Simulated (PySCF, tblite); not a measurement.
Isomers of C5H6F2OSi, one GFN2-xTB conformer each. Single-point energies are computed at PBE0/pcSseg-1 (PySCF, gas phase, no added dispersion term), electronic only.

```csv
SMILES,GFN2-xTB relative energy (kcal/mol)
COC1=C(F)[SiH2]C=C1F,89.2
FCOC1=C(F)C=C[SiH2]1,89.3
C#C/C=C\CO[SiH](F)F,0.0
CC(=O)C1=C[SiH2]C1(F)F,94.0
```

Conformers: `[CH3:1][O:2][C:3]1=[C:4]([F:5])[SiH2:6][CH:7]=[C:8]1[F:9]` with C1–O2–C3–C4 0°; `[F:1][CH2:2][O:3][C:4]1=[C:5]([F:6])[CH:7]=[CH:8][SiH2:9]1` with F1–C2–O3–C4 180°, C2–O3–C4–C5 0°; `[CH:1]#[C:2]/[CH:3]=[CH:4]\[CH2:5][O:6][SiH:7]([F:8])[F:9]` with C3–C4–C5–O6 -122°, C4–C5–O6–Si7 47°, C5–O6–Si7–F8 -68°; `[CH3:1][C:2](=[O:3])[C:4]1=[CH:5][SiH2:6][C:7]1([F:8])[F:9]` with C1–C2–C4–C5 180°.

Q: What does PBE0/pcSseg-1 give for the same structures?

A: 
```json
{"SMILES": "C#C/C=C\\CO[SiH](F)F", "PBE0/pcSseg-1 E (Eh)": "-757.92777", "PBE0/pcSseg-1 (kcal/mol)": "0.0", "GFN2-xTB (kcal/mol)": "0.0", "point group": "C1"}
{"SMILES": "CC(=O)C1=C[SiH2]C1(F)F", "PBE0/pcSseg-1 E (Eh)": "-757.81748", "PBE0/pcSseg-1 (kcal/mol)": "69.2", "GFN2-xTB (kcal/mol)": "94.0", "point group": "Cs"}
{"SMILES": "FCOC1=C(F)C=C[SiH2]1", "PBE0/pcSseg-1 E (Eh)": "-757.80012", "PBE0/pcSseg-1 (kcal/mol)": "80.1", "GFN2-xTB (kcal/mol)": "89.3", "point group": "Cs"}
{"SMILES": "COC1=C(F)[SiH2]C=C1F", "PBE0/pcSseg-1 E (Eh)": "-757.79836", "PBE0/pcSseg-1 (kcal/mol)": "81.2", "GFN2-xTB (kcal/mol)": "89.2", "point group": "Cs"}
```

Both levels put the same isomer lowest; measured from each level's own lowest isomer, the values differ by up to 24.8 kcal/mol (CC(=O)C1=C[SiH2]C1(F)F: 94.0 against 69.2). As drawn, the lowest has a C≡C bond, an Si–O bond and an Si–F bond, which the highest lacks; the highest has an Si–C bond, which the lowest lacks. Neighbours under 2.5 kcal/mol apart (FCOC1=C(F)C=C[SiH2]1 and COC1=C(F)[SiH2]C=C1F) can change places with a better method, another conformer or zero-point energy.

Q: Which frontier levels, dipoles and rotational constants go with these structures?

A: 
```tsv
SMILES	HOMO (eV, PBE0/pcSseg-1)	LUMO (eV)	dipole (D)	A, B, C (MHz)
C#C/C=C\CO[SiH](F)F	-7.55	-1.41	3.06	2823, 673.8, 660.3
CC(=O)C1=C[SiH2]C1(F)F	-7.50	-2.31	2.52	2094, 1154, 870.1
FCOC1=C(F)C=C[SiH2]1	-6.35	-1.57	2.29	2428, 919.9, 675.5
COC1=C(F)[SiH2]C=C1F	-6.39	-1.32	1.26	1680, 1412, 778.0
```

Q: What happens when harmonic zero-point energies from GFN2-xTB frequencies are added?

A: 
| SMILES | ZPE (kcal/mol) | electronic (kcal/mol) | with ZPE (kcal/mol) |
| --- | --- | --- | --- |
| C#C/C=C\CO[SiH](F)F | 60.8 | 0.0 | 0.0 |
| CC(=O)C1=C[SiH2]C1(F)F | 59.1 | 69.2 | 67.5 |
| FCOC1=C(F)C=C[SiH2]1 | 59.8 | 80.1 | 79.1 |
| COC1=C(F)[SiH2]C=C1F | 59.9 | 81.2 | 80.3 |

The zero-point energies span 1.7 kcal/mol. The order is unchanged.
